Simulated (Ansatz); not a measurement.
**CH4BF2N: structure from calculated spectroscopic constants**

These gas-phase data were calculated for one isomer of CH4BF2N at B3LYP-D3(BJ)/def2-SVP (harmonic, unscaled wavenumbers; equilibrium rotational constants with average atomic masses):

| Property | Result |
| --- | --- |
| rotational constants | 9, 3.469, 2.576 GHz |
| all wavenumbers above 1500 cm⁻¹ | 3562, 3491, 3039, 3006, 1643 |
| dipole moment | 0.38 D (PBE0/def2-TZVPD) |

Candidates:

(1) `NCB(F)F`, a singlet
(2) `CNB(F)F`, a singlet

Task: Which candidate do the data belong to?

Result: Candidate (1). 2 modes lie between 3250 and 3800 cm⁻¹, one for each N–H bond, while (2) has 1.

The same quantities for all candidates:

```
     rotational constants (GHz)   wavenumbers above 1500 cm⁻¹  dipole (D)  E above the lowest, B3LYP-D3(BJ)/def2-SVP (kcal/mol)
(1)             9, 3.469, 2.576  3562, 3491, 3039, 3006, 1643        0.38                                                  30.8
(2)         9.284, 3.684, 2.682  3620, 3144, 3071, 3012, 1602        2.77                                                   0.0
```

Harmonic stretches to hydrogen usually lie a few per cent above observed fundamentals. Each candidate is one conformer. Programs: Ansatz 0.2.0.
